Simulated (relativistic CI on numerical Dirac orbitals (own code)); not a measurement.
## Level scheme of Tm68+

Computed by Dirac equation for one electron, model QED (radiative potential, 1s self-energy scaled to tabulated hydrogen-like ionisation energies) (own radial code, finite nucleus).

Configuration list: 1s, 2s, 2p, 3s, 3p, 3d, 4s, 4p, 4d, 4f, 5s, 5p, 5d, 5f, 5g, 6s, 6p, 6d. Levels of other configurations are missing.

The lowest level is 1s ²S1/2, with 100 % of that term; Hund's rules for 1s give ²S with J = 1/2, in agreement.

```
No.  Configuration  Term    J   E (eV)    %  Landé g  Lifetime (s)
  1             1s    ²S  1/2      0.0  100    1.821              
  2             2p   ²P°  1/2  51707.6  100    0.620      6.84e-17
  3             2s    ²S  1/2  51725.8  100    1.956              
  4             2p   ²P°  3/2  52931.3  100    1.300      7.51e-17
  5             3p   ²P°  1/2  61669.3  100    0.646      2.38e-16
  6             3s    ²S  1/2  61674.7  100    1.982      4.24e-15
  7             3d    ²D  3/2  62032.7  100    0.784      6.01e-16
  8             3p   ²P°  3/2  62033.6  100    1.319      2.41e-16
  9             3d    ²D  5/2  62139.0  100    1.186      6.63e-16
 10             4p   ²P°  1/2  65103.7  100    0.655      5.70e-16
 11             4s    ²S  1/2  65106.0  100    1.991      6.34e-15
 12             4d    ²D  3/2  65256.1  100    0.791      1.37e-15
 13             4p   ²P°  3/2  65256.5  100    1.325      5.60e-16
 14             4f   ²F°  5/2  65301.1  100    0.849      3.04e-15
 15             4d    ²D  5/2  65301.2  100    1.192      1.52e-15
 16             4f   ²F°  7/2  65322.9  100    1.135      3.14e-15
 17             5p   ²P°  1/2  66671.5  100    0.659      1.12e-15
 18             5s    ²S  1/2  66672.7  100    1.995      1.01e-14
 19             5d    ²D  3/2  66749.0  100    0.794      2.62e-15
 20             5p   ²P°  3/2  66749.2  100    1.329      1.08e-15
 21             5f   ²F°  5/2  66772.1  100    0.852      5.82e-15
 22             5d    ²D  5/2  66772.1  100    1.195      2.91e-15
 23             5g    ²G  7/2  66783.3  100    0.883      1.01e-14
 24             5f   ²F°  7/2  66783.3  100    1.138      6.02e-15
 25             5g    ²G  9/2  66790.0  100    1.106      1.02e-14
 26             6p   ²P°  1/2  67514.2  100    0.661      1.93e-15
 27             6s    ²S  1/2  67514.9  100    1.997      1.57e-14
 28             6d    ²D  3/2  67558.9  100    0.796      4.45e-15
 29             6p   ²P°  3/2  67559.0  100    1.330      1.85e-15
 30             6d    ²D  5/2  67572.2  100    1.197      4.97e-15
```

Energies count from the lowest computed level; ° marks odd parity; lifetimes are radiative, by E1, M1, E2, M2 decay to levels of this space only; some are left blank where a channel outside the calculation adds to the decay or the decay crosses a small, uncertain gap.
